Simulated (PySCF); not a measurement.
Species: C5H8BF3O2.
Z-matrix (Å and degrees, PBE0-D3(BJ)/def2-SVP geometry), rows numbered from 1:
```
F 
C   1  1.3391
F   2  1.3288  1  107.53
F   2  1.3421  1  107.26  3   115.31
C   2  1.5081  1  110.17  3  -123.85
C   5  1.5174  2  114.59  1  -175.46
C   6  1.5215  5  112.18  2   168.56
C   7  1.5164  6  109.74  5   173.29
O   8  1.4114  7  111.50  6   -53.14
B   9  1.3568  8  119.97  7    28.03
O  10  1.3614  9  122.81  8    -0.19
H   5  1.1000  2  108.11  1    61.42
H   5  1.0999  2  106.29  1   -54.23
H   6  1.1058  5  108.31  2    48.35
H   7  1.1039  6  109.19  5    53.03
H   7  1.1010  6  110.44  5   -64.90
H   8  1.1007  7  110.97  6  -173.47
H   8  1.1049  7  110.23  6    67.99
H  10  1.2039  9  118.76  8  -179.78
```

Theory: PySCF 2.14.0, PBE0-D3(BJ)/def2-SVP geometry optimisation, gas phase.

Masses are those of the commonest isotopes; rigid-rotor values at the optimised geometry. The values belong to one conformer with, in the numbering `[F:1][C:2]([F:3])([F:4])[CH2:5][C@H:6]1[CH2:7][CH2:8][O:9][BH:10][O:11]1`, C2–C5–C6–C7 169°, C5–C6–C7–C8 173°, C6–C7–C8–O9 -53°, C7–C8–O9–B10 28°, C8–O9–B10–O11 0°.

Task: What are A, B and C (MHz)?

Result: Ia = 190.09, Ib = 855.22, Ic = 934.60 u·Å²; 505379 MHz·u·Å²/I gives A = 2659, B = 590.9, C = 540.7 MHz.

Task: What kind of rotor is it?

Result: A near-prolate asymmetric top. Ray's parameter κ = (2B − A − C)/(A − C) = -0.953; −1 is the prolate and +1 the oblate limit.

Task: Is it planar, by Δ = Ic − Ia − Ib?

Result: Not planar: Δ = Ic − Ia − Ib = -110.72 u·Å². For a rigid frame Δ = −2 Σ m c², so Σ m c² = 55.36 u·Å² lies off the ab plane: 8.71 from hydrogen and 46.65 from heavier atoms. The atom farthest from that plane is 1.66 Å away.

Task: Give the coordinates in the principal-axis frame, origin at the centre of mass.

Result: The sense of each axis is arbitrary; atoms in the order of the calculation.
| atom | mass (u) | a (Å) | b (Å) | c (Å) |
| --- | --- | --- | --- | --- |
| F1 | 18.998 | 3.053 | 0.412 | -0.654 |
| C2 | 12.000 | 1.943 | 0.026 | -0.012 |
| F3 | 18.998 | 1.885 | -1.300 | -0.074 |
| F4 | 18.998 | 2.093 | 0.362 | 1.279 |
| C5 | 12.000 | 0.735 | 0.703 | -0.609 |
| C6 | 12.000 | -0.569 | 0.421 | 0.114 |
| C7 | 12.000 | -1.693 | 1.335 | -0.351 |
| C8 | 12.000 | -3.001 | 0.900 | 0.281 |
| O9 | 15.995 | -3.254 | -0.470 | 0.054 |
| B10 | 11.009 | -2.220 | -1.331 | -0.119 |
| O11 | 15.995 | -0.917 | -0.935 | -0.088 |
| H12 | 1.008 | 0.657 | 0.396 | -1.662 |
| H13 | 1.008 | 0.944 | 1.783 | -0.586 |
| H14 | 1.008 | -0.406 | 0.574 | 1.197 |
| H15 | 1.008 | -1.774 | 1.280 | -1.450 |
| H16 | 1.008 | -1.471 | 2.381 | -0.088 |
| H17 | 1.008 | -3.846 | 1.473 | -0.130 |
| H18 | 1.008 | -2.980 | 1.085 | 1.370 |
| H19 | 1.008 | -2.461 | -2.494 | -0.315 |

Task: List the rotational levels J(Ka,Kc) to J = 5 (MHz).

Result: Above 0(0,0):
J = 1: 1(0,1) 1132, 1(1,1) 3199, 1(1,0) 3250
J = 2: 2(0,2) 3394, 2(1,2) 5413, 2(1,1) 5563, 2(2,1) 11766, 2(2,0) 11767
J = 3: 3(0,3) 6786, 3(1,3) 8732, 3(1,2) 9033, 3(2,2) 15161, 3(2,1) 15166, 3(3,1) 25626, 3(3,0) 25626
J = 4: 4(0,4) 11303, 4(1,4) 13156, 4(1,3) 13658, 4(2,3) 19687, 4(2,2) 19701, 4(3,2) 30154, 4(3,1) 30154, 4(4,1) 44802, 4(4,0) 44802
J = 5: 5(0,5) 16944, 5(1,5) 18685, 5(1,4) 19438, 5(2,4) 25344, 5(2,3) 25375, 5(3,3) 35815, 5(3,2) 35816, 5(4,2) 50462, 5(4,1) 50462, 5(5,1) 69295, 5(5,0) 69295

Task: Predict some low-J microwave lines.

Result: The dipole components are |μa| = 1.25 D, |μb| = 3.65 D, |μc| = 0.41 D. Intensities carry the squares of the components, which stand as 0.12 : 1.00 : 0.01 (a : b : c). Some lines, for components of 0.1 D or more:

```json
{"type": "b", "branch": "R", "J(Ka,Kc)": "3(0,3) ← 2(1,2)", "MHz": "1373", "lower level (cm⁻¹)": "0.181"}
{"type": "b", "branch": "Q", "J(Ka,Kc)": "3(1,2) ← 3(0,3)", "MHz": "2247", "lower level (cm⁻¹)": "0.226"}
{"type": "a", "branch": "R", "J(Ka,Kc)": "2(0,2) ← 1(0,1)", "MHz": "2262", "lower level (cm⁻¹)": "0.038"}
{"type": "b", "branch": "Q", "J(Ka,Kc)": "4(1,3) ← 4(0,4)", "MHz": "2355", "lower level (cm⁻¹)": "0.377"}
{"type": "a", "branch": "R", "J(Ka,Kc)": "3(1,3) ← 2(1,2)", "MHz": "3319", "lower level (cm⁻¹)": "0.181"}
{"type": "a", "branch": "R", "J(Ka,Kc)": "3(0,3) ← 2(0,2)", "MHz": "3391", "lower level (cm⁻¹)": "0.113"}
{"type": "c", "branch": "R", "J(Ka,Kc)": "2(1,1) ← 1(0,1)", "MHz": "4431", "lower level (cm⁻¹)": "0.038"}
{"type": "a", "branch": "R", "J(Ka,Kc)": "4(2,3) ← 3(2,2)", "MHz": "4526", "lower level (cm⁻¹)": "0.506"}
{"type": "b", "branch": "Q", "J(Ka,Kc)": "2(2,0) ← 2(1,1)", "MHz": "6204", "lower level (cm⁻¹)": "0.186"}
{"type": "b", "branch": "Q", "J(Ka,Kc)": "3(2,2) ← 3(1,3)", "MHz": "6429", "lower level (cm⁻¹)": "0.291"}
{"type": "b", "branch": "Q", "J(Ka,Kc)": "5(2,4) ← 5(1,5)", "MHz": "6658", "lower level (cm⁻¹)": "0.623"}
{"type": "c", "branch": "R", "J(Ka,Kc)": "5(1,4) ← 4(0,4)", "MHz": "8135", "lower level (cm⁻¹)": "0.377"}
{"type": "b", "branch": "R", "J(Ka,Kc)": "2(2,1) ← 1(1,0)", "MHz": "8517", "lower level (cm⁻¹)": "0.108"}
{"type": "c", "branch": "R", "J(Ka,Kc)": "2(2,0) ← 1(1,0)", "MHz": "8517", "lower level (cm⁻¹)": "0.108"}
{"type": "b", "branch": "Q", "J(Ka,Kc)": "5(3,2) ← 5(2,3)", "MHz": "10441", "lower level (cm⁻¹)": "0.846"}
{"type": "b", "branch": "Q", "J(Ka,Kc)": "3(3,1) ← 3(2,2)", "MHz": "10464", "lower level (cm⁻¹)": "0.506"}
{"type": "c", "branch": "R", "J(Ka,Kc)": "4(2,3) ← 3(1,3)", "MHz": "10955", "lower level (cm⁻¹)": "0.291"}
{"type": "b", "branch": "R", "J(Ka,Kc)": "5(2,4) ← 4(1,3)", "MHz": "11685", "lower level (cm⁻¹)": "0.456"}
{"type": "c", "branch": "R", "J(Ka,Kc)": "5(2,3) ← 4(1,3)", "MHz": "11717", "lower level (cm⁻¹)": "0.456"}
{"type": "b", "branch": "Q", "J(Ka,Kc)": "5(4,1) ← 5(3,2)", "MHz": "14646", "lower level (cm⁻¹)": "1.195"}
{"type": "c", "branch": "R", "J(Ka,Kc)": "4(3,2) ← 3(2,2)", "MHz": "14993", "lower level (cm⁻¹)": "0.506"}
{"type": "b", "branch": "R", "J(Ka,Kc)": "4(3,1) ← 3(2,2)", "MHz": "14993", "lower level (cm⁻¹)": "0.506"}
{"type": "b", "branch": "R", "J(Ka,Kc)": "5(3,3) ← 4(2,2)", "MHz": "16115", "lower level (cm⁻¹)": "0.657"}
{"type": "c", "branch": "R", "J(Ka,Kc)": "5(3,3) ← 4(2,3)", "MHz": "16128", "lower level (cm⁻¹)": "0.657"}
{"type": "c", "branch": "R", "J(Ka,Kc)": "4(4,0) ← 3(3,0)", "MHz": "19176", "lower level (cm⁻¹)": "0.855"}
{"type": "b", "branch": "R", "J(Ka,Kc)": "5(4,1) ← 4(3,2)", "MHz": "20308", "lower level (cm⁻¹)": "1.006"}
```

Task: Estimate the classical rotational partition function at 25 K, 50 K and 298.15 K.

Result: Point group C1, symmetry number σ = 1; q = (√π/σ)·√((kT/h)³/(ABC)), k/h = 20836.6 MHz/K: 22900 at 25 K, 64700 at 50 K, 942000 at 298.15 K.

No PBE0-D3(BJ)/def2-SVP frequencies stand behind this structure, so it isn't proved a minimum. These are rigid-rotor constants of the computed structure; measured ground-state constants (B0) also hold zero-point vibration. Quadrupole hyperfine structure (11B) is left out.

The run took 6.6 min on one thread, Arm Neoverse N1 (aarch64), no GPU (shared host), and the process peaked at 0.86 GiB of memory. These figures are those of the optimisation.
